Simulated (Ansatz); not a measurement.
```yaml
crystal:
  periodic: [false, false, false]
  atoms:
    - {symbol: C, position_ang: [-1.932951, 0.510269, 0.205985]}
    - {symbol: Al, position_ang: [-0.151361, -0.299909, 0.352595]}
    - {symbol: C, position_ang: [1.412273, 0.733175, 0.925430]}
    - {symbol: O, position_ang: [-0.016339, -2.002642, 0.603854]}
    - {symbol: S, position_ang: [0.456217, -0.554983, -2.188658]}
    - {symbol: H, position_ang: [-1.897704, 1.790524, -0.231226]}
    - {symbol: H, position_ang: [-1.897704, 1.490524, -0.281226]}
    - {symbol: H, position_ang: [-2.635765, -0.110361, -0.358763]}
    - {symbol: H, position_ang: [2.349342, 0.192969, 0.758277]}
    - {symbol: H, position_ang: [1.360450, 0.945983, 1.999005]}
    - {symbol: H, position_ang: [1.487285, 1.700964, 0.418532]}
    - {symbol: H, position_ang: [-0.789401, -2.562601, 0.640875]}
    - {symbol: H, position_ang: [1.526658, -1.295700, -1.858034]}
    - {symbol: H, position_ang: [1.191901, 0.552356, -2.385436]}
basis:
  gaussian: {orbitals: x2c-TZVPPall}
hamiltonian: {xc: {name: HSE06}, dispersion: d3bj, pseudopotentials: {relativity: scalar}}
output: {forces: true}
```

```sh
$ ansatz run in.yaml --threads 4 --pin off --events-out ev --progress --plain --max-ram 10444MiB
```

It prints (some lines left out):

```
Functional definition: HSE06
1635 factors; their error is unknown
136 factors; integrals over basis functions are off by at most 4.0e-7 eV
mean field evaluation 1: about -21701.6054 eV, gradient 8.7e1 eV
mean field evaluation 2: about -21663.1133 eV, gradient 1.5e2 eV
mean field evaluation 4: about -21716.8894 eV, gradient 1.1e1 eV
mean field evaluation 8: about -21717.1299 eV, gradient 3.3e-1 eV
mean field evaluation 16: about -21717.1746 eV, gradient 6.7e-4 eV
mean field -21717.17464110 eV, -798.0914476307 hartree, gradient 2.1e-5 eV, S^2 0.000000; 0 other end points of the search recorded, 0 dependent functions left out
reference -21717.17469001 eV, -798.0914494280 hartree; 29, 29 occupied and 274, 274 virtual orbitals, 1635 factors
Total energy: -21717.39973302 eV, -798.0997196064 hartree
Relativity: scalar
Atom 0 at    -1.932951     0.510269     0.205985 Å, force     0.897167    -3.386737     2.571379 eV/Å
Atom 1 at    -0.151361    -0.299909     0.352595 Å, force    -0.158568     0.677529    -0.029235 eV/Å
Atom 2 at     1.412273     0.733175     0.925430 Å, force    -0.013358     0.001338     0.049880 eV/Å
Atom 3 at    -0.016339    -2.002642     0.603854 Å, force    -0.331910     0.117604    -0.032448 eV/Å
Atom 4 at     0.456217    -0.554983    -2.188658 Å, force     0.153018    -0.125594    -0.075610 eV/Å
Atom 5 at    -1.897704     1.790524    -0.231226 Å, force    -0.498402   109.829587    19.289518 eV/Å
Atom 6 at    -1.897704     1.490524    -0.281226 Å, force     0.194366  -108.316232   -21.159945 eV/Å
Atom 7 at    -2.635765    -0.110361    -0.358763 Å, force    -0.373957     1.240098    -0.501240 eV/Å
Atom 8 at     2.349342     0.192969     0.758277 Å, force    -0.021630     0.025447    -0.020419 eV/Å
Atom 9 at     1.360450     0.945983     1.999005 Å, force    -0.007581    -0.007519    -0.035922 eV/Å
Atom 10 at     1.487285     1.700964     0.418532 Å, force     0.023455    -0.010748     0.000959 eV/Å
Atom 11 at    -0.789401    -2.562601     0.640875 Å, force     0.077198    -0.018552     0.025682 eV/Å
Atom 12 at     1.526658    -1.295700    -1.858034 Å, force     0.061853     0.001826    -0.102746 eV/Å
Atom 13 at     1.191901     0.552356    -2.385436 Å, force    -0.001650    -0.028047     0.020146 eV/Å
Dipole moment:     0.112666     0.228681    -0.778802 e Å
```

Question: What is wrong with this run?

Answer: One atom was put on top of another. The run converged. The result belongs to that input, not to the molecule as meant.

HSE06 is defined as in plane-wave codes.
